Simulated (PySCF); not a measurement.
A structure optimised at PBE0-D3(BJ)/def2-SVP, used in a PySCF frequency run:

```xyz
7

Si     0.8181     0.0679     0.0000
Cl    -0.5687     1.5990     0.0000
C     -0.0474    -1.5401     0.0000
C     -0.6142    -2.6165     0.0000
H      1.6512     0.1861    -1.2248
H      1.6512     0.1861     1.2248
H     -1.1175    -3.5676     0.0000
```

Write its SMILES, formula and point group.

C#C[SiH2]Cl, C2H3ClSi, Cs

What are its rotational constants (standard atomic weights)?

11.403, 2.3260, 1.9777 GHz
